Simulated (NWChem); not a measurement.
System: AlH2O2F; SMILES [OH][Al]([OH])[F]

NWChem input:

```
start job
memory heap 200 mb stack 900 mb global 1100 mb
geometry units angstroms
  Al    -0.009086     0.033212     0.000000
  F     -1.636701     0.310021     0.000000
  O      1.034735     1.375265     0.000000
  H      1.988463     1.225647     0.000000
  O      0.611944    -1.553251     0.000000
  H      0.015535    -2.311951     0.000000
end
basis spherical
  Al library 3-21g
  F library 3-21g
  O library 3-21g
  H library 3-21g
end
dft
  xc hfexch
  iterations 150
end
driver
  maxiter 120
end
task dft optimize
task dft freq
```

Excerpt of the output:

```
             Northwest Computational Chemistry Package (NWChem) 7.3.0
             --------------------------------------------------------

 CS  symmetry detected

                             Geometry "geometry" -> ""
                             -------------------------

 Output coordinates in angstroms (scale by  1.889725989 to convert to a.u.)

  No.       Tag          Charge          X              Y              Z
 ---- ---------------- ---------- -------------- -------------- --------------
    1 Al                  13.0000     0.02236168     0.00611136     0.00000000
    2 F                    9.0000     1.14149678     1.21990312     0.00000000
    3 O                    8.0000     0.57870712    -1.60048389     0.00000000
    4 H                    1.0000    -0.06651874    -2.31858293     0.00000000
    5 O                    8.0000    -1.64624792     0.35003739     0.00000000
    6 H                    1.0000    -1.95732774     1.26357925     0.00000000

 Effective nuclear repulsion energy (a.u.)     159.9895346666

      Symmetry information
      --------------------

 Group name             Cs
 Group number              2
 Group order               2
 No. of unique centers     6

                                Z-matrix (autoz)
                                --------

 Units are Angstrom for bonds and degrees for angles

      Type          Name      I     J     K     L     M      Value
      ----------- --------  ----- ----- ----- ----- ----- ----------
    1 Stretch                  1     2                       1.65099
    2 Stretch                  1     3                       1.70020
    3 Stretch                  1     5                       1.70369
    4 Stretch                  3     4                       0.96539
    5 Stretch                  5     6                       0.96505
    6 Bend                     1     3     4               118.95931
    7 Bend                     1     5     6               120.45121
    8 Bend                     2     1     3               118.22308
    9 Bend                     2     1     5               121.03010
   10 Bend                     3     1     5               120.74682
   11 Torsion                  2     1     3     4         180.00000
   12 Torsion                  2     1     5     6          -0.00000
   13 Torsion                  3     1     5     6         180.00000
   14 Torsion                  4     3     1     5           0.00000

  xc_inp: hfexch multiplicative factor not found.

                           NWChem Geometry Optimization
                           ----------------------------

 maximum gradient threshold         (gmax) =   0.000450
 rms gradient threshold             (grms) =   0.000300
 maximum cartesian step threshold   (xmax) =   0.001800
 rms cartesian step threshold       (xrms) =   0.001200
 fixed trust radius                (trust) =   0.300000
 source of zmatrix                         =   autoz

          -------------------
          Energy Minimization
          -------------------

 Using diagonal initial Hessian
 Scaling for Hessian diagonals: bonds = 1.00  angles = 0.25  torsions = 0.10

          --------
          Step   0

                                 NWChem DFT Module
                                 -----------------

 Summary of "ao basis" -> "ao basis" (spherical)
 ------------------------------------------------------------------------------
       Tag                 Description            Shells   Functions and Types
 ---------------- ------------------------------  ------  ---------------------
 Al                          3-21g                   7       13   4s3p
 F                           3-21g                   5        9   3s2p
 O                           3-21g                   5        9   3s2p
 H                           3-21g                   2        2   2s

      Symmetry analysis of basis
      --------------------------

        a'         35
        a"          9

            General Information
            -------------------
          SCF calculation type: DFT
          Wavefunction type:  closed shell.
          No. of atoms     :     6
          No. of electrons :    40
           Alpha electrons :    20
            Beta electrons :    20
          Charge           :     0
          Spin multiplicity:     1
          Use of symmetry is: on ; symmetry adaption is: on
          Maximum number of iterations: 150
          AO basis - number of functions:    44
                     number of shells:    26
          Convergence on energy requested:  1.00D-06
          Convergence on density requested:  1.00D-05
          Convergence on gradient requested:  5.00D-04

              XC Information
              --------------
                     Hartree-Fock (Exact) Exchange  1.000

      Superposition of Atomic Density Guess
      -------------------------------------

 Sum of atomic energies:        -489.14272502

      Non-variational initial energy
      ------------------------------

 Total energy =    -489.597090
 1-e energy   =    -998.187407
 2-e energy   =     348.600782
 HOMO         =      -0.471547
 LUMO         =      -0.050059

      Symmetry analysis of molecular orbitals - initial
      -------------------------------------------------

  Numbering of irreducible representations:

     1 a'          2 a"

  Orbital symmetries:

     1 a'          2 a'          3 a'          4 a'          5 a'
     6 a'          7 a'          8 a"          9 a'         10 a'
    11 a'         12 a'         13 a'         14 a'         15 a"
    16 a'         17 a'         18 a'         19 a"         20 a"
    21 a'         22 a"         23 a'         24 a'         25 a'
    26 a'         27 a"         28 a'         29 a'         30 a'

   convergence    iter        energy       DeltaE   RMS-Dens  Diis-err
 ---------------- ----- ----------------- --------- --------- ---------
 d= 0,ls=0.0,diis     1   -489.6368370065 -6.50D+02  1.59D-02  1.08D+00
 d= 0,ls=0.0,diis     2   -489.7142138945 -7.74D-02  4.57D-03  3.45D-01
 d= 0,ls=0.0,diis     3   -489.7389824064 -2.48D-02  1.10D-03  1.55D-03
 d= 0,ls=0.0,diis     4   -489.7393727016 -3.90D-04  2.02D-04  1.20D-04
 d= 0,ls=0.0,diis     5   -489.7393923766 -1.97D-05  1.11D-04  2.15D-05
  Resetting Diis
 d= 0,ls=0.0,diis     6   -489.7393968987 -4.52D-06  3.95D-05  8.54D-07
 d= 0,ls=0.0,diis     7   -489.7393972819 -3.83D-07  4.81D-06  3.53D-08

         Total DFT energy =     -489.739397281895
      One electron energy =    -1001.731189053853
           Coulomb energy =      397.687720623888
    Exchange-Corr. energy =      -45.685463518553
 Nuclear repulsion energy =      159.989534666623

 Numeric. integr. density =        0.000000000000

                  Occupations of the irreducible representations
                  ----------------------------------------------

                     irrep           alpha         beta
                     --------     --------     --------
                     a'               16.0         16.0
                     a"                4.0          4.0

                       DFT Final Molecular Orbital Analysis
                       ------------------------------------

 Vector   18  Occ=2.000000D+00  E=-5.022406D-01  Symmetry=a"
              MO Center= -7.8D-01, -2.1D-01,  1.4D-15, r^2= 2.7D+00
   Bfn.  Coefficient  Atom+Function         Bfn.  Coefficient  Atom+Function
  ----- ------------  ---------------      ----- ------------  ---------------
    42      0.479243  5 O  pz                38      0.386596  5 O  pz
    31      0.325425  3 O  pz                27      0.268861  3 O  pz
    22     -0.153514  2 F  pz                 9      0.113958  1 Al pz
    18     -0.113815  2 F  pz                13      0.103357  1 Al pz
     5     -0.060332  1 Al pz

 Vector   19  Occ=2.000000D+00  E=-4.989100D-01  Symmetry=a'
              MO Center=  2.2D-01, -1.2D+00, -9.8D-17, r^2= 2.1D+00
   Bfn.  Coefficient  Atom+Function         Bfn.  Coefficient  Atom+Function
  ----- ------------  ---------------      ----- ------------  ---------------
    29      0.462487  3 O  px                25      0.378627  3 O  px
    40      0.268090  5 O  px                30     -0.230756  3 O  py
    36      0.200612  5 O  px                26     -0.194637  3 O  py
    28      0.192476  3 O  s                  8      0.151426  1 Al py
    11      0.102518  1 Al px                 4     -0.086199  1 Al py

[...]

      ----------------------
      Optimization converged
      ----------------------

  Step       Energy      Delta E   Gmax     Grms     Xrms     Xmax
  ---- ---------------- -------- -------- -------- -------- --------
@   16    -489.74970900 -1.6D-08  0.00008  0.00003  0.00041  0.00111
                                     ok       ok       ok       ok

                                Z-matrix (autoz)
                                --------

 Units are Angstrom for bonds and degrees for angles

      Type          Name      I     J     K     L     M      Value     Gradient
      ----------- --------  ----- ----- ----- ----- ----- ---------- ----------
    1 Stretch                  1     2                       1.64539    0.00001
    2 Stretch                  1     3                       1.62867   -0.00008
    3 Stretch                  1     5                       1.62866   -0.00004
    4 Stretch                  3     4                       0.94180    0.00003
    5 Stretch                  5     6                       0.94178    0.00002
    6 Bend                     1     3     4               179.48923    0.00002
    7 Bend                     1     5     6               179.52820   -0.00004
    8 Bend                     2     1     3               117.76587   -0.00001
    9 Bend                     2     1     5               117.76158    0.00001
   10 Bend                     3     1     5               124.47255    0.00001
   11 Torsion                  2     1     3     4           0.00000    0.00000
   12 Torsion                  2     1     5     6         180.00000    0.00000
   13 Torsion                  3     1     5     6           0.00000    0.00000
   14 Torsion                  4     3     1     5         180.00000    0.00000

                         Geometry "geometry" -> "geometry"
                         ---------------------------------

 Output coordinates in angstroms (scale by  1.889725989 to convert to a.u.)

  No.       Tag          Charge          X              Y              Z
 ---- ---------------- ---------- -------------- -------------- --------------
    1 Al                  13.0000    -0.01656843     0.04328858     0.00000000
    2 F                    9.0000     1.31395166     1.01129019     0.00000000
    3 O                    8.0000     0.21773439    -1.56843477     0.00000000
    4 H                    1.0000     0.36152594    -2.49918942     0.00000000
    5 O                    8.0000    -1.47788176     0.76238111     0.00000000
    6 H                    1.0000    -2.32629062     1.17122860     0.00000000

 Effective nuclear repulsion energy (a.u.)     163.4856673029

      Symmetry information
      --------------------

 Group name             Cs
 Group number              2
 Group order               2
 No. of unique centers     6

                Final and change from initial internal coordinates
                --------------------------------------------------

                                Z-matrix (autoz)
                                --------

 Units are Angstrom for bonds and degrees for angles

      Type          Name      I     J     K     L     M      Value       Change
      ----------- --------  ----- ----- ----- ----- ----- ---------- ----------
    1 Stretch                  1     2                       1.64539   -0.00559
    2 Stretch                  1     3                       1.62867   -0.07153
    3 Stretch                  1     5                       1.62866   -0.07503
    4 Stretch                  3     4                       0.94180   -0.02360
    5 Stretch                  5     6                       0.94178   -0.02327
    6 Bend                     1     3     4               179.48923   60.52992
    7 Bend                     1     5     6               179.52820   59.07700
    8 Bend                     2     1     3               117.76587   -0.45721
    9 Bend                     2     1     5               117.76158   -3.26853
   10 Bend                     3     1     5               124.47255    3.72573
   11 Torsion                  2     1     3     4           0.00000 -180.00000
   12 Torsion                  2     1     5     6         180.00000  180.00000
   13 Torsion                  3     1     5     6           0.00000 -180.00000
   14 Torsion                  4     3     1     5         180.00000  180.00000

[...]

 Rotational Constants
 --------------------
 A=   0.232604 cm-1  (  0.334658 K)
 B=   0.219301 cm-1  (  0.315518 K)
 C=   0.112878 cm-1  (  0.162403 K)

 Temperature                      =   298.15K
 frequency scaling parameter      =   1.0000

 Zero-Point correction to Energy  =   19.210 kcal/mol  (  0.030614 au)
 Thermal correction to Energy     =   23.085 kcal/mol  (  0.036788 au)
 Thermal correction to Enthalpy   =   23.677 kcal/mol  (  0.037732 au)

 Total Entropy                    =   76.849 cal/mol-K
   - Translational                =   39.035 cal/mol-K (mol. weight =  79.9854)
   - Rotational                   =   25.130 cal/mol-K (symmetry #  =        1)
   - Vibrational                  =   12.684 cal/mol-K

 Cv (constant volume heat capacity) =   18.952 cal/mol-K
   - Translational                  =    2.979 cal/mol-K
   - Rotational                     =    2.979 cal/mol-K
   - Vibrational                    =   12.993 cal/mol-K

[normal modes left out]

 ----------------------------------------------------------------------------
 Normal Eigenvalue ||           Projected Infra Red Intensities
  Mode   [cm**-1]  || [atomic units] [(debye/angs)**2] [(KM/mol)] [arbitrary]
 ------ ---------- || -------------- ----------------- ---------- -----------
    1       -0.000 ||    0.000011           0.000         0.011       0.001
    2       -0.000 ||    0.000828           0.019         0.807       0.064
    3       -0.000 ||    0.001556           0.036         1.517       0.121
    4        0.000 ||    0.000861           0.020         0.839       0.067
    5        0.000 ||    0.000698           0.016         0.680       0.054
    6        0.000 ||    0.003377           0.078         3.292       0.262
    7       67.032 ||    0.118564           2.735       115.582       9.212
    8      234.591 ||    0.357564           8.249       348.571      27.782
    9      299.016 ||    0.000010           0.000         0.010       0.001
   10      304.292 ||    0.025940           0.598        25.288       2.016
   11      326.948 ||    0.068617           1.583        66.892       5.331
   12      347.817 ||    0.173925           4.013       169.551      13.514
   13      386.237 ||    0.807833          18.637       787.516      62.767
   14      809.158 ||    0.006788           0.157         6.617       0.527
   15     1059.451 ||    0.167104           3.855       162.901      12.984
   16     1141.497 ||    0.211766           4.886       206.440      16.454
   17     4232.731 ||    0.296290           6.836       288.838      23.021
   18     4235.553 ||    0.074938           1.729        73.053       5.823
 ----------------------------------------------------------------------------
```

Level: Hartree-Fock/3-21G. The printed entropy takes a lower symmetry number than the molecule has.
